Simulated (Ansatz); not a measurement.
`C[O][SnH]([Cl])[O][SiH3]`. The species carries charge 0 and has multiplicity 1. Sn takes the def2 core potential. Geometry: relaxed with PBE0-D4/def2-TZVP. It is one conformer, not always the lowest.

```xyz
13

C    -2.133    0.234   -0.508
O    -1.681    1.033    0.566
Sn    0.210    1.360    0.826
Cl    1.058    2.205   -1.159
O     1.083   -0.355    1.060
Si    1.795   -1.460    0.081
H    -3.226    0.244   -0.490
H    -1.804    0.622   -1.479
H    -1.798   -0.805   -0.416
H     0.458    2.357    2.161
H     1.947   -2.720    0.851
H     0.957   -1.721   -1.123
H     3.133   -0.994   -0.370
```

Question: What is the dipole moment at r2SCAN/def2-TZVPP? (Estimate.)

Answer: The calculation gave: 0.99 D, with components (-0.53, 0.27, 0.79) D in this frame, pointing from negative to positive charge.

Question: And with PBE, B3LYP, ωB97M-V? (An estimate is asked.)

Answer: Computed: PBE 0.95 D, B3LYP 0.89 D, ωB97M-V 0.92 D.

Question: Give the Mulliken charges with r2SCAN, PBE, B3LYP in def2-TZVPP. (Estimate.)

Answer: The calculation gave: 
| atom | r2SCAN | PBE | B3LYP |
| --- | --- | --- | --- |
| C1 | 0.00 | -0.14 | -0.13 |
| O2 | -0.53 | -0.46 | -0.53 |
| Sn3 | 1.17 | 1.07 | 1.18 |
| Cl4 | -0.37 | -0.34 | -0.37 |
| O5 | -0.61 | -0.51 | -0.59 |
| Si6 | 0.46 | 0.36 | 0.43 |
| H7 | 0.06 | 0.10 | 0.11 |
| H8 | 0.07 | 0.10 | 0.10 |
| H9 | 0.06 | 0.10 | 0.10 |
| H10 | -0.08 | -0.08 | -0.08 |
| H11 | -0.08 | -0.06 | -0.07 |
| H12 | -0.09 | -0.07 | -0.08 |
| H13 | -0.08 | -0.07 | -0.08 |

B3LYP here is the variant with VWN-RPA as its local correlation; programs differ in this.
